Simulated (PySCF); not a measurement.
Compound: C6H9OP.
Numbering: `[CH2:1]=[CH:2][P:3](=[O:4])([CH:5]=[CH2:6])[CH:7]=[CH2:8]` (hydrogens: H9, H10 on C1; H11 on C2; H12 on C5; H13, H14 on C6; H15 on C7; H16, H17 on C8)

Method: PBE0-D3(BJ)/def2-SVP geometry optimisation, gas phase (PySCF).

(1) List the bond lengths, angles and torsions at this level.

## Answers

(1) 
```csv
bond,length (Å)
"C1=C2, C5=C6, C7=C8",1.334
"C2–P3, P3–C5, P3–C7",1.808
P3=O4,1.500
"C1–H9, C6–H13, C8–H16",1.094
"C1–H10, C6–H14, C8–H17",1.095
"C2–H11, C5–H12, C7–H15",1.096
```

Bonds in one row agree within 0.01 Å and their mean is given. A selection of angles:
```csv
angle,degrees
C2–C1–H9,122.1
C2–C1–H10,119.6
H9–C1–H10,118.3
C1–C2–P3,118.2
C1–C2–H11,122.0
P3–C2–H11,119.8
C2–P3–O4,113.4
C2–P3–C5,105.4
```

Dihedral angles: C1–C2–P3–O4 -1° (synperiplanar); C2–P3–C5–C6 124° (anticlinal); C2–P3–C7–C8 -125° (anticlinal).

Of the pairs four or more bonds apart, O4···H10 is among the closest relative to their van der Waals radii: 2.55 Å, 94 % of the sum of Bondi's values. P3 (phosphoryl phosphorus) is distorted tetrahedral (angles from 105.1° to 113.7°). All 3 C–C bonds measure 1.334 Å. All 3 C–P bonds measure 1.808 Å.

Point group: C3v (every atom within 0.08 Å of its image). PBE0-D3(BJ)/def2-SVP frequencies: not computed here. One conformer, not necessarily the lowest.
